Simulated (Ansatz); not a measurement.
Born–Oppenheimer molecular dynamics of Cl3FSi (5 atoms, charge 0, multiplicity 1). It goes on from the last frame of an earlier run, with new velocities.

Method: RKS PBE0-D4/STO-3G in Ansatz 0.2.0.

| Quantity | Value |
| --- | --- |
| ensemble | NVT, Nosé–Hoover chain |
| time step | 1 fs |
| steps asked | 166 |
| set temperature | 1500 K |
| thermostat | time constant 100 fs, chain length 3 |
| seed | 842141 |

First frame:

```xyz
5
Properties=species:S:1:pos:R:3
Si 0.024 -0.026 -0.113
F -0.102 -0.016 1.518
Cl 2.069 -0.001 -0.714
Cl -1.026 1.700 -0.657
Cl -1.005 -1.670 -0.628
```

**Question.** How far do the bonds stretch over the last three quarters of this one trajectory? (Pairs bonded in most of those frames.)

**Answer.** 
| bond | mean (Å) | spread (Å) | shortest | longest |
| --- | --- | --- | --- | --- |
| Si1–F2 | 1.618 | 0.048 | 1.53 | 1.71 |
| Si1–Cl3 | 2.107 | 0.054 | 2.01 | 2.20 |
| Si1–Cl4 | 2.111 | 0.079 | 1.96 | 2.24 |
| Si1–Cl5 | 2.085 | 0.056 | 1.98 | 2.20 |

Mean temperature of the second half: 1583 K. The conserved energy stayed within 0.3 meV per atom of its start (net change 0.29 meV per atom), so the integration is sound. A run of 0.17 ps of so small a system gives no equilibrium averages. Limits of this set-up: minimal basis.

Time of the run: 4.7 min on 1 thread of AMD EPYC 7R43 64-Core Processor (Zen 3) (shared host), peak memory 0.13 GiB.
